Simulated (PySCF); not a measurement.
Nuclear quadrupole coupling in `CN(C)[SiH2]Cl`

Compound: C2H8ClNSi.
Geometry (GFN2-xTB, Å), atoms numbered from 1 in this order:
```
atom  x, y, z in Å
C1    -0.9968   -1.1095   -0.0147
N2    -0.0535   -0.0294   -0.1707
C3    -0.7083    1.2583   -0.2031
Si4    1.5972   -0.2545    0.2364
Cl5    2.6204    1.2993   -0.5304
H6    -1.5286   -1.0423    0.9413
H7    -1.7359   -1.0730   -0.8192
H8    -0.4793   -2.0639   -0.0548
H9    -1.4282    1.2821   -1.0258
H10   -1.2485    1.4570    0.7297
H11    0.0241    2.0456   -0.3571
H12    2.0178   -1.4886   -0.4200
H13    1.9151   -0.2806    1.6706
```

Field gradients from the PBE0/pcSseg-1 density (PySCF, non-relativistic), principal values in atomic units, ordered |Vxx| ≤ |Vyy| ≤ |Vzz|:

```csv
atom,Vxx,Vyy,Vzz
N2,0.3961,0.7458,-1.1418
Cl5,-0.8900,-1.1349,2.0249
```

Problem. Find the asymmetry η = (Vxx − Vyy)/Vzz and the couplings χ = eQV/h (234.96 MHz × Q in barn × V in au), with Q(14N) = 0.02044 b, Q(35Cl) = −0.0817 b.

Solution. 
| atom | environment | nucleus | η | χzz (MHz) | χxx (MHz) | χyy (MHz) |
| --- | --- | --- | --- | --- | --- | --- |
| N2 | silicon-bound nitrogen | 14N | 0.31 | -5.48 | 1.90 | 3.58 |
| Cl5 | silicon-bound chlorine | 35Cl | 0.12 | -38.87 | 17.09 | 21.79 |

The tensor is traceless: Vxx + Vyy + Vzz = 0.

Problem. What is Vzz at N2 in SI units (1 au = 9.71736 × 10²¹ V/m²)?

Solution. -1.1418 au = -11.095 × 10²¹ V/m².

Problem. What couplings would deuterons (Q(2H) = 0.00286 b) have in place of the hydrogens, at this geometry?

Solution. 
```json
{"atom": "H6", "bonded to": "C1", "bond length (Å)": "1.096", "Vzz (au)": "0.2941", "η": "0.05", "χzz (kHz)": "198"}
{"atom": "H7", "bonded to": "C1", "bond length (Å)": "1.093", "Vzz (au)": "0.2999", "η": "0.06", "χzz (kHz)": "202"}
{"atom": "H8", "bonded to": "C1", "bond length (Å)": "1.086", "Vzz (au)": "0.3116", "η": "0.08", "χzz (kHz)": "209"}
{"atom": "H9", "bonded to": "C3", "bond length (Å)": "1.093", "Vzz (au)": "0.2999", "η": "0.06", "χzz (kHz)": "202"}
{"atom": "H10", "bonded to": "C3", "bond length (Å)": "1.096", "Vzz (au)": "0.2948", "η": "0.05", "χzz (kHz)": "198"}
{"atom": "H11", "bonded to": "C3", "bond length (Å)": "1.086", "Vzz (au)": "0.3075", "η": "0.07", "χzz (kHz)": "207"}
{"atom": "H12", "bonded to": "Si4", "bond length (Å)": "1.460", "Vzz (au)": "0.1607", "η": "0.05", "χzz (kHz)": "108"}
{"atom": "H13", "bonded to": "Si4", "bond length (Å)": "1.469", "Vzz (au)": "0.1531", "η": "0.02", "χzz (kHz)": "103"}
```

One conformer (not necessarily the lowest) at the GFN2-xTB geometry, without solvent, vibrations or thermal averaging. GFN2-xTB bond lengths can be off by several hundredths of an ångström, more for odd bonds, and the gradients follow them. These gradients aren't converged with respect to the basis.
